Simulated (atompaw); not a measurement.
**Reading a pseudo-wave (zinc (Zn))**

Columns: radius, all-electron u(r) and pseudo u(r) of the 4s shell (level -9.84 eV) of zinc in the configuration [Ne] 3s2 3p6 3d10 4s1.5 4p0; PBE, scalar-relativistic, PAW (atompaw) scheme, atompaw 4.2.0.5.

```tsv
r (bohr)	all-electron	pseudo
0.042	-0.0766	-0.0997
0.085	0.0696	-0.1981
0.127	0.1637	-0.2871
0.169	0.1732	-0.3660
0.212	0.1189	-0.4338
0.254	0.0342	-0.4855
0.296	-0.0578	-0.5214
0.338	-0.1418	-0.5412
0.381	-0.2108	-0.5451
0.423	-0.2582	-0.5337
0.465	-0.2856	-0.5088
0.508	-0.2945	-0.4712
0.550	-0.2870	-0.4250
0.592	-0.2664	-0.3715
0.635	-0.2345	-0.3116
0.677	-0.1955	-0.2502
0.719	-0.1509	-0.1878
0.762	-0.1013	-0.1243
0.804	-0.0506	-0.0639
0.846	0.0010	-0.0057
0.888	0.0526	0.0499
0.931	0.1047	0.1040
0.973	0.1542	0.1542
1.015	0.2019	0.2020
1.058	0.2486	0.2486
1.100	0.2919	0.2919
```

(1) How many radial nodes do the two functions have?

(2) Is the pseudo-wave norm-conserving?

Answers

(1) The all-electron 4s function has n − l − 1 = 3; the pseudo-wave has 1, since 1 lower shell of the same l stays in the valence.

(2) No, it belongs to a PAW set: the norm inside the radius is not constrained, and the difference is carried by the augmentation charge.
